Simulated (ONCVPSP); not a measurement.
**Hardness and transferability of assorted potentials**

Generated with ld1.x 7.5 (TM, RRKJ, ultrasoft, PAW), atompaw 4.2 or ONCVPSP 4.0.1. The cutoff is in Ry: for ld1.x and atompaw files where the sum of valence levels is converged to 10 mRy in a Bessel basis, for ONCV files where the hardest occupied wave has 1 mHa per electron of residual kinetic energy. The error is the largest all-electron minus pseudo excitation energy over each file’s own four to seven test configurations (ionisations up to +4, promotions, holes and added fractions of an electron), all of which were solved. The labels leave out finer settings (local radius, basis sizes, second energies), which also bear on the numbers. Spin-polarised tests are not counted. The rows are a selection from randomly drawn settings: files with unsolved tests, undetermined cutoffs or missed reference levels are left out.

A true bound ghost makes a file unfit for plane-wave use even where its test errors are small: the radial tests pick states by their node count and pass the ghost by.

```csv
element,potential,cutoff (Ry),largest error (meV),bound ghosts
N,"ONCV, PBEsol, non-relativistic, rc 1.10/1.40/1.25 (spd), local smoothed, core correction yes, reference 2s2 2p2, qcut 4.9/11.8/8, projectors 1/2/2",180,+411,none
K,"ONCV, PBEsol, scalar-relativistic, rc 1.90/1.35/1.35/1.85 (spdf), local d, core correction yes, reference 3s2 3p6, qcut 7.8/6.1/8.2/5.9, projectors 2/1/0/2",33,-0.7,none
Cu,"ONCV, PBEsol, scalar-relativistic, rc 0.95/1.10/1.50 (spd), local smoothed, core correction yes, reference 3s2 3p6 3d9, qcut 16.3/10.4/11, projectors 3/1/2",162,+83,none
Nb,"ONCV, LDA (Perdew-Wang 92), non-relativistic, rc 1.55/1.60/2.30 (spd), local smoothed, core correction yes, reference 4s2 4p6 4d4 5s1, qcut 7/9.5/6.2, projectors 2/1/2",52,+26,none
Mo,"ONCV, LDA (Perdew-Wang 92), scalar-relativistic, rc 1.70/1.50/2.60 (spd), local smoothed, core correction yes, reference 4s2 4p6 4d4, qcut 7.8/9/5.1, projectors 1/1/2",51,+332,none
Cs,"ONCV, PBEsol, scalar-relativistic, rc 3.25/2.10/2.10 (spd), local d, core correction yes, reference 5s2 5p6 6s0.75, qcut 3.6/3.3/5.4, projectors 3/2/0",45,-0.4,none
Lu,"ONCV, PBEsol, scalar-relativistic, rc 1.90/1.50/2.40/1.15 (spdf), local smoothed, core correction yes, reference 4f13 5s2 5p6 5d2 6s2, qcut 7.7/5.3/6.1/16.3, projectors 2/3/2/3",217,-32,s
Pt,"ONCV, LDA (Perdew-Wang 92), scalar-relativistic, rc 1.05/1.65/1.50/0.55 (spdf), local smoothed, core correction no, reference 4f14 5s2 5p6 5d8.5, qcut 5.7/10/5.5/25.2, projectors 2/2/2/1",651,+3.8,"s, p, d"
```

Task: Fill in the row for Tl: ONCV, Wu-Cohen, scalar-relativistic, rc 1.55/1.45/1.20/1.25 (spdf), local smoothed, core correction yes, reference 5s2 5p6 5d10 6s2, qcut 6.7/8.1/9/8.6, projectors 3/2/2/1.

Result: cutoff 46 Ry, largest error -44 meV, bound ghosts: none.
